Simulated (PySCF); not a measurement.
B(GeH3)2(H), SMILES [GeH3][BH][GeH3] (H7BGe2) (PBE0/def2-SVP optimised geometry):

```
10

B      1.054    -0.416     0.000
Ge    -1.005    -0.416     0.000
H     -1.621    -1.070     1.253
H     -1.439     1.070     0.000
H     -1.626    -1.069    -1.250
Ge     2.194    -0.596    -1.706
H      2.566    -2.094    -1.823
H      1.443    -0.214    -2.997
H      3.514     0.199    -1.652
H      1.626    -0.302     1.060
```

Computed with PySCF with PBE0/def2-TZVP.

Q: What are the frontier orbital energies and the dipole moment?

A: HOMO-2 -9.48 eV, HOMO-1 -8.76 eV, HOMO -7.92 eV, LUMO -2.77 eV, LUMO+1 0.66 eV; dipole moment 0.43 D.

On the same geometry PySCF with PBE/def2-TZVP gives HOMO-2 -8.19 eV, HOMO-1 -7.49 eV, HOMO -6.80 eV, LUMO -3.70 eV, LUMO+1 -0.14 eV; dipole moment 0.36 D.

Meta-Löwdin charges at PBE0/def2-TZVP: B1 -0.20, Ge2 0.21, H3 -0.05, H4 -0.04, H5 -0.05, Ge6 0.21, H7 -0.04, H8 -0.05, H9 -0.05, H10 0.04.
